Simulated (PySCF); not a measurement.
Start geometry of [FeO4]-, `[O]=[Fe-](=[O])(=[O])=[O]` [radical] from GFN2-xTB (Å):
```
atom  x, y, z in Å
Fe1    0.0611   -0.0765    0.0127
O2     0.0325   -0.0965    1.5266
O3     1.3956    0.0685   -0.5091
O4    -0.6183    1.2410   -0.5771
O5    -0.7960   -1.2470   -0.5153
```

Question: What comes out of this run: PBE0-D3(BJ)/def2-SVP geometry optimisation, gas phase (PySCF 2.14.0)?

Answer: 
```
atom  x, y, z in Å
Fe1    0.0139   -0.0213   -0.0122
O2     0.0385   -0.0620    1.5751
O3     1.5040   -0.0208   -0.5567
O4    -0.7270    1.2919   -0.5085
O5    -0.7545   -1.2983   -0.5599
```

The energy falls by 24.6 kcal/mol over 6 energy and gradient evaluations, the largest force component goes from 0.1884 to 3.7e-04 Eh/bohr, and the atoms move by 0.105 Å rms after alignment. The bond that changes most is Fe1–O3 (ends: iron bonded to 4 O; oxygen bonded to Fe), which lengthens by 0.146 Å. Bonds longer at the end by more than 0.005 Å: 3 of 4; shorter: 1. Among the angles that change most is O3–Fe1–O4, from 100.2° to 109.3°. The orientation of the end geometry is arbitrary; only internal coordinates are fixed.

The run used 87 basis functions and 279 SCF cycles in all. Hardware: an Intel Xeon 6975P-C with one thread, on a shared host. Cost: 1.8 min, 0.38 GiB resident at most.

No PBE0-D3(BJ)/def2-SVP frequencies stand behind this structure, so it isn't proved a minimum. ⟨S²⟩ = 0.779 (exact for a doublet: 0.75).
